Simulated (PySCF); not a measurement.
C2H7OPSi.
SMILES with atom numbers: `[CH2:1]=[CH:2][Si@@H:3]([OH:4])[PH2:5]` (hydrogens: H6, H7 on C1; H8 on C2; H9 on Si3; H10 on O4; H11, H12 on P5)

Computed geometry: GFN2-xTB, gas phase.

Problem. What internal coordinates does the optimisation give?

Solution. 
```
          bond  length (Å)
         C1=C2       1.324
        C2–Si3       1.888
        Si3–O4       1.628
        Si3–P5       2.255
         C1–H6       1.078
         C1–H7       1.080
         C2–H8       1.083
        Si3–H9       1.461
        O4–H10       0.954
P5–H11, P5–H12       1.382
```

Bonds in one row agree within 0.01 Å and their mean is given. A selection of angles:
```
     angle  degrees
  C2–C1–H6    121.3
  C2–C1–H7    122.9
  H6–C1–H7    115.9
 C1–C2–Si3    124.2
  C1–C2–H8    118.4
 Si3–C2–H8    117.3
 C2–Si3–O4    113.1
 C2–Si3–P5    105.9
 C2–Si3–H9    112.3
 O4–Si3–P5    109.2
 O4–Si3–H9    100.3
 P5–Si3–H9    116.1
Si3–O4–H10    122.1
Si3–P5–H11     95.0
H11–P5–H12     92.7
```

Torsions: C1–C2–Si3–O4 11° (synperiplanar); H10–O4–Si3–C2 69° (synclinal).

P5 (three-coordinate phosphorus) is pyramidal (angles 95.0°, 94.9° and 92.7°, sum 282.6°, 0.84 Å off the plane of its three neighbours). Si3 (oxygen-bound silicon) is distorted tetrahedral (angles from 100.3° to 116.1°).

Point group: C1 (no symmetry element, even within 0.4 Å). No GFN2-xTB frequencies stand behind this structure, so it isn't proved a minimum. One conformer, not necessarily the lowest (C1–C2–Si3–O4 11°, C2–Si3–O4–H 69°, C2–Si3–P5–H 159° and 66°).
